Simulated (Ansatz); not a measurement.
Reactions of C11H13ClHf, SMILES `[CH3][Hf]12345678([Cl])([CH]9[CH]1[CH]2[CH]3[CH]94)[CH]1[CH]5[CH]6[CH]7[CH]18`.

Program: Ansatz. Geometries: PBE0-D4/def2-TZVP. ΔE: electronic, gas phase. CCSD(T)/CBS adds triple-zeta CCSD(T) − MP2 to the extrapolated MP2 energy (def2 sets, frozen cores). This one scheme is used for every species. def2 core potentials past Kr. For Hf outer-core shells are correlated without core-valence functions, which leaves a few kJ/mol of doubt a bond. Each species was taken in one conformer, which may not be the lowest.

Q: Order these by ΔE at CCSD(T)/CBS, lowest first. (Best estimate.)
A. `[CH3][Hf]12345678([Cl])([C@H]9[C@@H]1[C@@H]2[C@@H]3[C@H]94)[C@H]1[C@@H]5[C@@H]6[C@@H]7[C@H]18` + H₂O → `[CH3][Hf]12345678([OH])([C@H]9[C@@H]1[C@@H]2[C@@H]3[C@H]94)[C@H]1[C@@H]5[C@@H]6[C@@H]7[C@H]18` + HCl
B. `[CH3][Hf]12345678([Cl])([C@H]9[C@@H]1[C@@H]2[C@@H]3[C@H]94)[C@H]1[C@@H]5[C@@H]6[C@@H]7[C@H]18` + H–F → `[CH3][Hf]12345678([F])([C@H]9[C@@H]1[C@@H]2[C@@H]3[C@H]94)[C@H]1[C@@H]5[C@@H]6[C@@H]7[C@H]18` + HCl
C. `[CH3][Hf]12345678([Cl])([C@H]9[C@@H]1[C@@H]2[C@@H]3[C@H]94)[C@H]1[C@@H]5[C@@H]6[C@@H]7[C@H]18` + H–F → `[F][Hf]12345678([Cl])([C@H]9[C@@H]1[C@@H]2[C@@H]3[C@H]94)[C@H]1[C@@H]5[C@@H]6[C@@H]7[C@H]18` + CH₄
D. `[CH3][Hf]12345678([Cl])([C@H]9[C@@H]1[C@@H]2[C@@H]3[C@H]94)[C@H]1[C@@H]5[C@@H]6[C@@H]7[C@H]18` + H₂O → `[OH][Hf]12345678([Cl])([C@H]9[C@@H]1[C@@H]2[C@@H]3[C@H]94)[C@H]1[C@@H]5[C@@H]6[C@@H]7[C@H]18` + CH₄

A: C (-200.7 kJ/mol), D (-145.1 kJ/mol), B (+3.6 kJ/mol), A (+60.4 kJ/mol).

Largest T1 diagnostic: 0.012, for `[CH3][Hf]12345678([OH])([C@H]9[C@@H]1[C@@H]2[C@@H]3[C@H]94)[C@H]1[C@@H]5[C@@H]6[C@@H]7[C@H]18`.
